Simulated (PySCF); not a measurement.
Spin–spin coupling constants

Molfile (atoms numbered from 1):
```
C8H8
     RDKit          3D

 16 16  0  0  0  0  0  0  0  0999 V2000
   -2.8015   -0.7645   -0.3570 C   0  0  0  0  0  0  0  0  0  0  0  0
   -1.9370    0.2496   -0.2338 C   0  0  0  0  0  0  0  0  0  0  0  0
   -0.4768    0.1628   -0.1072 C   0  0  0  0  0  0  0  0  0  0  0  0
    0.2202   -1.0575   -0.1092 C   0  0  0  0  0  0  0  0  0  0  0  0
    1.6038   -1.0889    0.0146 C   0  0  0  0  0  0  0  0  0  0  0  0
    2.3285    0.0981    0.1442 C   0  0  0  0  0  0  0  0  0  0  0  0
    1.6535    1.3165    0.1477 C   0  0  0  0  0  0  0  0  0  0  0  0
    0.2665    1.3457    0.0231 C   0  0  0  0  0  0  0  0  0  0  0  0
   -3.8737   -0.5757   -0.4438 H   0  0  0  0  0  0  0  0  0  0  0  0
   -2.4838   -1.8107   -0.3761 H   0  0  0  0  0  0  0  0  0  0  0  0
   -2.3364    1.2704   -0.2219 H   0  0  0  0  0  0  0  0  0  0  0  0
   -0.3292   -1.9961   -0.2092 H   0  0  0  0  0  0  0  0  0  0  0  0
    2.1256   -2.0490    0.0107 H   0  0  0  0  0  0  0  0  0  0  0  0
    3.4163    0.0701    0.2415 H   0  0  0  0  0  0  0  0  0  0  0  0
    2.2095    2.2518    0.2478 H   0  0  0  0  0  0  0  0  0  0  0  0
   -0.2591    2.3047    0.0263 H   0  0  0  0  0  0  0  0  0  0  0  0
  1  2  2  0
  2  3  1  0
  3  4  2  0
  4  5  1  0
  5  6  2  0
  6  7  1  0
  7  8  2  0
  8  3  1  0
  1  9  1  0
  1 10  1  0
  2 11  1  0
  4 12  1  0
  5 13  1  0
  6 14  1  0
  7 15  1  0
  8 16  1  0
M  END
```

Method: B3LYP/pcJ-1 (without the spin–dipole term)//PBE0-D3(BJ)/def2-SVP, PySCF 2.14; isolated molecule, single conformer, non-relativistic. Couplings are averaged over pairs made equivalent by symmetry, fast rotation or ring inversion, so a value needn't be that of the named pair in this geometry, while other rotamers aren't included; one pair stands for each set, and the list holds a selection of those of at least 1.5 Hz over up to four bonds.

Isotopes: 13C, 1H.

| pair | bonds | J (Hz) |
| --- | --- | --- |
| C1, C2 | 1 | 77.5 |
| C1, H9 | 1 | 171.8 |
| C1, H10 | 1 | ? |
| C2, C3 | 1 | 60.1 |
| C2, H11 | 1 | 160.0 |
| C3, C4 | 1 | ? |
| C4, C5 | 1 | ? |
| C4, H12 | 1 | 164.2 |
| C5, C6 | 1 | ? |
| C5, H13 | 1 | 166.4 |
| C6, H14 | 1 | 167.6 |
| C2, C4 | 2 | ? |
| C5, H14 | 2 | 1.7 |
| C6, H13 | 2 | 1.6 |
| C1, C4 | 3 | 5.2 |
| C2, C5 | 3 | 4.6 |
| C3, H10 | 3 | 6.7 |
| C3, H13 | 3 | 7.8 |
| C4, C7 | 3 | 7.9 |
| C4, H11 | 3 | ? |
| C4, H16 | 3 | ? |
| C6, H12 | 3 | 8.1 |
| H9, H11 | 3 | 12.4 |
| H12, H13 | 3 | 8.7 |
| C3, H14 | 4 | -1.6 |
| H12, H16 | 4 | ? |

Estimate the withheld couplings, with signs.

Answers


- 1J(C1,H10) = 164.0 Hz (bond length 1.094 Å, sp2 carbon)
- 1J(C3,C4) = 63.1 Hz (bond length 1.405 Å)
- 1J(C4,C5) = 63.4 Hz (bond length 1.390 Å)
- 1J(C5,C6) = 61.8 Hz (bond length 1.397 Å)
- 2J(C2,C4) = 3.1 Hz (angle at C3 123°)
- 3J(C4,H11) = 5.8 Hz (dihedral angle 180°)
- 3J(C4,H16) = 6.9 Hz (dihedral angle 180°)
- 4J(H12,H16) = 1.6 Hz
